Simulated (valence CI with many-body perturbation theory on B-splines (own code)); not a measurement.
Hg30+: E2, M1 decay

Method: configuration interaction combined with many-body perturbation theory (CI+MBPT): four valence electrons over a frozen Dirac-Fock core [Kr] 4d10, a basis of 7 s, 7 p, 7 d, 7 f, 4 g, 2 h functions for each j, with the one-electron correlation potential Σ1, the two-electron term Σ2, the three-electron term Σ3, Breit, model QED; selected CI, second order for the rest, scaled by the run's own slope (own B-spline code, finite nucleus).

The last digits are not significant, and no measured levels were compared; by estimate large intervals hold to a few tenths of a per cent, small ones and those within an open d or f shell to about a per cent. Excitations out of the core, of the other parity, are not computed and may begin above about 190 eV (a cautious bound); beyond it only levels of the ground parity were kept, without lifetimes.

Lines 1 to 50 of 120 in falling wavelength, among levels below 189.85 eV, chosen from the decays that carry over 1 % of a level's rate. Wavelengths and rates use the calculated energies. Electric multipoles are in the length gauge, E1 and E2 with the static RPA response of the core. S is in atomic units (e²a₀⁴ for E2 and M2, e²a₀⁶ for E3), for M1 in squared Bohr magnetons. Weak lines are less certain than strong ones. Lines between different terms over intervals too small for the method are left out, as are lines whose strength nearly cancels. Where a level lies close to another of its J and parity, the split of strength between their lines is uncertain.

Levels are named by their leading jj configuration (3d3/2^4 stands for four electrons in 3d with j = 3/2), which in mixed levels can hold well under half, so a name can repeat and another be missing. Letters in brackets count levels of one name in rising energy.

```tsv
λ vac (Å)	Upper	Lower	Type	A (s⁻¹)	S (a.u.)
13010	(4f5/2^3 4f7/2) J=2 [b]	(4f5/2^3 4f7/2) J=3 [a]	M1	4.66e+00	1.91e+00
11710	(4f5/2^3 4f7/2) J=8	(4f5/2^3 4f7/2) J=7	M1	1.24e+01	1.25e+01
9973	(4f5/2^3 4f7/2) J=3 [a]	(4f5/2^3 4f7/2) J=4 [a]	M1	2.00e+01	5.14e+00
9624	(4f5/2^2 4f7/2^2) J=0 [a]	(4f5/2^2 4f7/2^2) J=1 [a]	M1	4.38e+01	1.45e+00
8682	(4f5/2^2 4f7/2^2) J=6 [b]	(4f5/2^2 4f7/2^2) J=5 [a]	M1	1.63e+01	5.14e+00
8243	(4f5/2^3 4f7/2) J=2 [a]	(4f5/2^3 4f7/2) J=1 [a]	M1	2.51e+01	2.60e+00
8221	(4f5/2^3 4f7/2) J=7	(4f5/2^3 4f7/2) J=6 [a]	M1	7.06e+01	2.18e+01
6757	(4f5/2^2 4f7/2^2) J=3 [b]	(4f5/2^2 4f7/2^2) J=2 [a]	M1	3.09e+01	2.47e+00
6526	(4f5/2^2 4f7/2^2) J=6 [c]	(4f5/2^2 4f7/2^2) J=5 [b]	M1	2.61e+01	3.49e+00
6049	(4f5/2^3 4f7/2) J=3 [b]	(4f5/2^3 4f7/2) J=4 [a]	M1	3.33e+01	1.91e+00
5928	(4f5/2^3 4f7/2) J=2 [b]	(4f5/2^3 4f7/2) J=1 [a]	M1	2.43e+01	9.40e-01
5185	(4f5/2^3 4f7/2) J=1 [a]	(4f5/2^4) J=2	M1	2.45e+02	3.80e+00
5165	(4f5/2^2 4f7/2^2) J=5 [c]	(4f5/2^2 4f7/2^2) J=4 [b]	M1	2.52e+02	1.41e+01
5039	(4f5/2^3 4f7/2) J=6 [a]	(4f5/2^3 4f7/2) J=5 [a]	M1	4.34e+02	2.67e+01
4940	(4f5/2^2 4f7/2^2) J=5 [a]	(4f5/2^2 4f7/2^2) J=4 [a]	M1	2.32e+02	1.14e+01
4917	(4f5/2^2 4f7/2^2) J=4 [a]	(4f5/2^3 4f7/2) J=3 [b]	M1	1.53e+02	6.06e+00
4586	(4f5/2^3 4f7/2) J=1 [b]	(4f5/2^4) J=0	M1	3.62e+02	3.88e+00
3914	(4f5/2^2 4f7/2^2) J=8 [b]	(4f5/2^2 4f7/2^2) J=8 [a]	M1	2.18e+01	8.23e-01
3839	(4f5/2^2 4f7/2^2) J=9	(4f5/2^2 4f7/2^2) J=8 [a]	M1	2.04e+02	8.12e+00
3726	(4f5/2^2 4f7/2^2) J=4 [a]	(4f5/2^3 4f7/2) J=3 [a]	M1	3.47e+02	5.99e+00
3563	(4f5/2^2 4f7/2^2) J=5 [a]	(4f5/2^3 4f7/2) J=5 [b]	M1	1.48e+02	2.73e+00
3526	(4f5/2^3 4f7/2) J=5 [a]	(4f5/2^4) J=4	M1	1.14e+03	2.04e+01
3513	(4f5/2^3 4f7/2) J=3 [a]	(4f5/2^4) J=2	M1	2.82e+02	3.17e+00
3443	(4f5/2^3 4f7/2) J=5 [b]	(4f5/2^3 4f7/2) J=4 [a]	M1	4.23e+02	7.04e+00
3405	(4f5/2^3 4f7/2) J=4 [a]	(4f5/2^3 4f7/2) J=5 [a]	M1	1.39e+02	1.83e+00
3285	(4f5/2^2 4f7/2^2) J=8 [a]	(4f5/2^3 4f7/2) J=8	M1	7.72e+02	1.73e+01
3215	(4f5/2^2 4f7/2^2) J=3 [b]	(4f5/2^2 4f7/2^2) J=4 [a]	M1	1.46e+02	1.26e+00
3183	(4f5/2^3 4f7/2) J=2 [a]	(4f5/2^4) J=2	M1	4.02e+02	2.41e+00
3145	(4f5/2^2 4f7/2^2) J=7 [a]	(4f5/2^3 4f7/2) J=7	M1	5.54e+02	9.59e+00
3055	(4f5/2^2 4f7/2^2) J=8 [b]	(4f5/2^2 4f7/2^2) J=7 [a]	M1	4.03e+02	7.24e+00
3046	(4f5/2^2 4f7/2^2) J=5 [b]	(4f5/2^3 4f7/2) J=5 [b]	M1	3.87e+02	4.46e+00
2941	(4f5/2^2 4f7/2^2) J=4 [b]	(4f5/2^3 4f7/2) J=3 [b]	M1	9.61e+02	8.16e+00
2927	(4f5/2^2 4f7/2^2) J=5 [b]	(4f5/2^2 4f7/2^2) J=6 [a]	M1	6.99e+01	7.15e-01
2859	(4f5/2^3 4f7/2) J=3 [b]	(4f5/2^4) J=2	M1	9.61e+02	5.83e+00
2825	(4f5/2^2 4f7/2^2) J=4 [c]	(4f5/2^3 4f7/2) J=5 [b]	M1	2.77e+02	2.08e+00
2820	(4f5/2^2 4f7/2^2) J=2 [a]	(4f5/2^3 4f7/2) J=2 [b]	M1	3.41e+02	1.42e+00
2766	(4f5/2^3 4f7/2) J=2 [b]	(4f5/2^4) J=2	M1	2.52e+02	9.90e-01
2729	(4f5/2^2 4f7/2^2) J=2 [a]	(4f5/2^3 4f7/2) J=3 [b]	M1	3.33e+02	1.26e+00
2719	(4f5/2^2 4f7/2^2) J=3 [a]	(4f5/2^3 4f7/2) J=2 [b]	M1	7.20e+01	3.76e-01
2712	(4f5/2^2 4f7/2^2) J=4 [a]	(4f5/2^3 4f7/2) J=4 [a]	M1	4.52e+02	3.01e+00
2685	(4f5/2^2 4f7/2^2) J=6 [a]	(4f5/2^3 4f7/2) J=6 [a]	M1	3.56e+02	3.33e+00
2607	(4f5/2^2 4f7/2^2) J=4 [d]	(4f5/2^2 4f7/2^2) J=4 [a]	M1	2.03e+02	1.20e+00
2592	(4f5/2^3 4f7/2) J=5 [b]	(4f5/2^3 4f7/2) J=6 [a]	M1	1.30e+02	9.21e-01
2565	(4f5/2^2 4f7/2^2) J=8 [a]	(4f5/2^3 4f7/2) J=7	M1	4.71e+02	5.01e+00
2545	(4f5/2^4) J=2	(4f5/2^4) J=4	E2	2.99e-02	1.43e-02
2526	(4f5/2^2 4f7/2^2) J=6 [b]	(4f5/2^3 4f7/2) J=5 [b]	M1	4.57e+02	3.55e+00
2488	(4f5/2^2 4f7/2^2) J=2 [a]	(4f5/2^3 4f7/2) J=2 [a]	M1	1.91e+02	5.46e-01
2468	(4f5/2^2 4f7/2^2) J=4 [b]	(4f5/2^3 4f7/2) J=3 [a]	M1	2.42e+02	1.21e+00
2448	(4f5/2^2 4f7/2^2) J=5 [c]	(4f5/2^3 4f7/2) J=5 [b]	M1	3.42e+02	2.05e+00
2409	(4f5/2^2 4f7/2^2) J=3 [a]	(4f5/2^3 4f7/2) J=2 [a]	M1	1.69e+03	6.14e+00
```
